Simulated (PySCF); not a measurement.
First SCF of a structure search on sextet EuI₂, at a hand-made bent geometry. PySCF input:

```python
from pyscf import gto, scf, dft
mol = gto.M(atom='''
Eu     0.000000     0.000000     0.000000
I      2.465600     0.000000     1.726500
I     -2.465600     0.000000     1.726500''',
    basis={'Eu': 'def2-SVP', 'I': 'def2-SVP'},
    ecp={'Eu': 'def2-SVP', 'I': 'def2-SVP'},
    charge=0, spin=5)
mf = dft.UKS(mol, xc='PBE0')
mf.grids.atom_grid = (50, 194)
aux = {'Eu': 'def2-universal-JKFIT', 'I': 'def2-universal-JKFIT'}
mf = mf.density_fit(auxbasis=aux)
mf.conv_tol = 1e-08
mf.diis_space = 10
mf.max_cycle = 60
mf.init_guess = 'huckel'
mf.verbose = 4
mf.kernel()
```

Excerpt of the output (cycles alone):

```
init E= -1305.57444036281
cycle= 1 E= -1304.31595921707  delta_E= 1.26  |g|= 2.13  |ddm|= 2.28
cycle= 2 E= -1275.65987524013  delta_E= 28.7  |g|= 8.81  |ddm|= 16.7
cycle= 3 E= -1305.67682224199  delta_E=  -30  |g|= 0.46  |ddm|= 16.7
cycle= 4 E= -1305.7120270936  delta_E= -0.0352  |g|= 0.401  |ddm|= 1.55
cycle= 5 E= -1305.82733742971  delta_E= -0.115  |g|= 0.0427  |ddm|= 0.756
cycle= 6 E= -1305.82873433955  delta_E= -0.0014  |g|= 0.0419  |ddm|= 0.12
cycle= 7 E= -1305.82946911689  delta_E= -0.000735  |g|= 0.034  |ddm|= 0.0364
cycle= 8 E= -1305.82999256793  delta_E= -0.000523  |g|= 0.0287  |ddm|= 0.0303
cycle= 9 E= -1305.83119956819  delta_E= -0.00121  |g|= 0.0149  |ddm|= 0.0733
cycle= 10 E= -1305.83212733685  delta_E= -0.000928  |g|= 0.00796  |ddm|= 0.0647
cycle= 11 E= -1305.83307341082  delta_E= -0.000946  |g|= 0.00708  |ddm|= 0.0767
cycle= 12 E= -1305.83386093935  delta_E= -0.000788  |g|= 0.00481  |ddm|= 0.0924
cycle= 13 E= -1305.8342641107  delta_E= -0.000403  |g|= 0.0104  |ddm|= 0.122
cycle= 14 E= -1305.83426576688  delta_E= -1.66e-06  |g|= 0.00971  |ddm|= 0.00122
cycle= 15 E= -1305.83428931558  delta_E= -2.35e-05  |g|= 0.00233  |ddm|= 0.0152
cycle= 16 E= -1305.83429207757  delta_E= -2.76e-06  |g|= 0.000516  |ddm|= 0.00532
cycle= 17 E= -1305.83429265372  delta_E= -5.76e-07  |g|= 0.000927  |ddm|= 0.00353
cycle= 18 E= -1305.83429302066  delta_E= -3.67e-07  |g|= 0.000335  |ddm|= 0.00245
cycle= 19 E= -1305.83429312838  delta_E= -1.08e-07  |g|= 0.000301  |ddm|= 0.00189
cycle= 20 E= -1305.83429317955  delta_E= -5.12e-08  |g|= 0.000124  |ddm|= 0.00142
cycle= 21 E= -1305.8342931846  delta_E= -5.05e-09  |g|= 4.24e-05  |ddm|= 0.000224
Extra cycle  E= -1305.83429318396  delta_E= 6.43e-10  |g|= 0.000102  |ddm|= 0.000118
converged SCF energy = -1305.83429318396  <S^2> = 9.7552907  2S+1 = 6.3262282
```

No lower solution of this spin was found from smeared starts or by a stability analysis within the unrestricted form.

Other spin states or occupations of the open shell can lie lower. The pruned grid is coarse for the open f shell: energies are uncertain by about 2 kJ/mol and soft modes are noisy. No spin–orbit coupling is included, which matters more the heavier the element.

The search for the lowest solution, 3 starts and the stability check together, took of the order of 10 core-minutes on a shared host.
